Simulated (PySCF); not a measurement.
Vibration and rotation of BeBr

M06 constants of BeBr, ²Σ⁺ (doublet), unpaired electrons σ ↑ (Be def2-TZVP, Br def2-TZVP; no relativity (PySCF 2.14); masses 9.0122 and 78.9183 u):

```
ωe              : 697.5 cm⁻¹
ωexe            : 3.62 cm⁻¹
Be              : 0.53694 cm⁻¹
αe              : 0.00437 cm⁻¹
D (centrifugal) : 1.27e-06 cm⁻¹
De to Be + Br   : 3.23 eV
```

Problem. Give the vibrational terms G(v) and spacings up to v = 6.

Solution. G(v) = ωe(v+½) − ωexe(v+½)².

```json
{"v": "0", "G(v) (cm⁻¹)": "347.8", "G(v) − G(v−1)": "", "Bv (cm⁻¹)": "0.5348"}
{"v": "1", "G(v) (cm⁻¹)": "1038.1", "G(v) − G(v−1)": "690.3", "Bv (cm⁻¹)": "0.5304"}
{"v": "2", "G(v) (cm⁻¹)": "1721.1", "G(v) − G(v−1)": "683.0", "Bv (cm⁻¹)": "0.5260"}
{"v": "3", "G(v) (cm⁻¹)": "2396.9", "G(v) − G(v−1)": "675.8", "Bv (cm⁻¹)": "0.5216"}
{"v": "4", "G(v) (cm⁻¹)": "3065.4", "G(v) − G(v−1)": "668.5", "Bv (cm⁻¹)": "0.5173"}
{"v": "5", "G(v) (cm⁻¹)": "3726.7", "G(v) − G(v−1)": "661.3", "Bv (cm⁻¹)": "0.5129"}
{"v": "6", "G(v) (cm⁻¹)": "4380.8", "G(v) − G(v−1)": "654.1", "Bv (cm⁻¹)": "0.5085"}
```

Problem. How well does the Morse estimate ωe²/(4ωexe) reproduce De, and what is D0?

Solution. It gives 4.17 eV, 129 % of the computed De. D0 = De − G(0) = 3.23 − 0.04 = 3.19 eV.

Spin–orbit coupling is left out. Counting both spins, an empty level lies below a filled one in this solution, because spin and occupation are held. The state was picked by a PBE0 search and need not be the measured ground state.
